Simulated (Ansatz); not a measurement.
Cost and result for the atomization energy of H4NOSbSi, SMILES `O[SiH]1[NH][SbH]1` (8 atoms, 8 bonds).

Charge 0, multiplicity 1. Correlated methods include outer-core shells of Sb, which these sets cover unevenly. Sb takes the def2 core potential. The geometry is a stationary point of PBE0-D4/def2-TZVP. It is one conformer, not always the lowest. Program: Ansatz. All runs use 4 threads of a server CPU on a shared host. Times are those of one run each, without the atoms' runs, and a repeat can differ threefold. Electronic energies, without spin–orbit coupling; frozen cores. CCSD(T)/CBS adds CCSD(T) − MP2 in def2-TZVPP to the MP2 limit, and its time is that of the two runs behind it. T1 = 0.015. With those shells the extrapolation isn't a true limit. B3LYP takes the VWN-RPA correlation (the form of Gaussian; ORCA's B3LYP/G).

CCSD(T)/CBS is a level of theory with its own doubt, some kJ/mol a heavy atom from the limit and from the frozen cores, so smaller differences don't rank the functionals.

| level | functions | wall time | atomization (kJ/mol) | difference from CCSD(T)/CBS | per bond |
| --- | --- | --- | --- | --- | --- |
| revPBE-D4/def2-TZVPP | 210 | 4.9 s | 2496.1 | -39.4 | -4.9 |
| BLYP-D4/def2-TZVPP | 210 | 6 s | 2550.3 | 14.8 | 1.9 |
| PBE0-D4/def2-TZVPP | 210 | 6 s | 2492.2 | -43.3 | -5.4 |
| r2SCAN-D4/def2-TZVPP (with forces) | 210 | 8 s | 2510.2 | -25.3 | -3.2 |
| CAM-B3LYP-D4/def2-TZVPP | 210 | 8 s | 2530.6 | -4.9 | -0.6 |
| CCSD(T)/def2-SVP | 92 | 9.5 s | 2214.3 | -321.2 | -40.1 |
| B3LYP-D4/def2-TZVPP (with forces) | 210 | 10 s | 2527.2 | -8.3 | -1.0 |
| B97M-V/def2-TZVPP | 210 | 11 s | 2540.6 | 5.1 | 0.6 |
| ωB97X-V/def2-TZVPP | 210 | 16 s | 2546.4 | 10.9 | 1.4 |
| ωB97M-V/def2-TZVPP (with forces) | 210 | 21 s | 2522.4 | -13.1 | -1.6 |
| MP2/def2-QZVPP | 386 | 31 s | 2527.0 | -8.5 | -1.1 |
| CCSD(T)/def2-TZVPP | 210 | 2.2 min | 2421.0 | -114.5 | -14.3 |
| CCSD(T)/CBS(def2) | – | 2.7 min | 2535.5 | 0.0 | 0.0 |

From PBE to PBE0 (25 % exact exchange), in def2-TZVPP and without D4, the atomization energy moves by −80.0 kJ/mol: exact exchange takes away binding that semilocal exchange gives to molecules. The D4 term adds +33.2 kJ/mol with B3LYP and +17.1 kJ/mol with PBE0; it sums over pairs of atoms, weighted by their polarisabilities, and B3LYP, whose exchange is more repulsive, gets the larger term. At CCSD(T), def2-SVP lies −321.2 kJ/mol from the extrapolated value and def2-TZVPP −114.5 kJ/mol: correlation converges slowly with the basis, and small sets miss more of it in the bonded molecule than in its fragments.
